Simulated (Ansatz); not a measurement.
Isolated molecules relaxed with PBE0-D4/def2-TZVP in Ansatz; ΔE leaves out vibrations. CCSD(T)/CBS is the MP2 limit (def2-TZVPP, def2-QZVPP) plus CCSD(T) − MP2 in def2-TZVPP, frozen cores. DFT in def2-TZVPP. B3LYP here is the variant with VWN-RPA as its local correlation; programs differ in this. One conformer a species, not always the lowest.

Consider the redistribution: `F[SiH](Cl)O[SiH3]` + `O[Si@H](Cl)[Si@@H](O)F` → `O[SiH](F)[SiH3]` + `O[Si@@H](Cl)O[Si@H](F)Cl`.

`F[SiH](Cl)O[SiH3]`:

```xyz
9

F    -0.658    1.625   -1.811
Si   -0.039    0.193   -1.537
Cl   -1.521   -1.173   -1.822
O     0.505    0.123   -0.030
Si    0.220   -0.128    1.573
H     1.051   -0.039   -2.490
H     1.535   -0.243    2.244
H    -0.537    1.021    2.125
H    -0.557   -1.379    1.749
```

`O[Si@H](Cl)[Si@@H](O)F`:

Z-matrix (Å, degrees):
```
Si
F 1 1.600
Si 1 2.354 2 107.3
O 1 1.635 2 111.3 3 118.1
H 1 1.480 2 107.6 3 -126.2
O 3 1.638 1 113.7 2 -158.6
Cl 3 2.078 1 102.0 2 82.3
H 3 1.478 1 117.4 2 -34.8
H 4 0.961 1 116.8 2 -75.6
H 6 0.959 3 118.7 1 -50.5
```

`O[SiH](F)[SiH3]`:

```xyz
9

O    -0.960   -0.882   -1.401
Si    0.424   -0.467   -0.633
F     1.359    0.397   -1.607
Si   -0.186    0.836    1.211
H    -0.923   -1.539   -2.099
H     1.224   -1.679   -0.307
H     1.037    1.308    1.914
H    -0.993    0.015    2.152
H    -0.983    2.010    0.770
```

`O[Si@@H](Cl)O[Si@H](F)Cl`:

Cartesian coordinates in Å:
```
O 0.353 -1.839 1.069
Si -0.868 -0.804 0.818
Cl -1.064 0.479 2.401
O -0.639 0.115 -0.513
Si 0.394 1.081 -1.284
F 0.651 0.498 -2.730
Cl 2.180 1.107 -0.298
H 1.219 -1.496 1.301
H -2.095 -1.586 0.646
H -0.130 2.444 -1.409
```

```tsv
species	B3LYP energy (Eh)
`F[SiH](Cl)O[SiH3]`	-1217.04421
`O[Si@H](Cl)[Si@@H](O)F`	-1292.30881
`O[SiH](F)[SiH3]`	-757.31383
`O[Si@@H](Cl)O[Si@H](F)Cl`	-1752.05190
```

**Question.** Work out ΔE.

**Answer.** ΔE = (-757.31383) + (-1752.05190) − (-1217.04421) − (-1292.30881) = -0.01271 Eh = -0.35 eV. CCSD(T)/CBS gives -0.39 eV.

Largest T1 diagnostic among the species: 0.013.

From PBE to PBE0 (25 % exact exchange), in def2-TZVPP and without D4, ΔE moves by −0.03 eV.
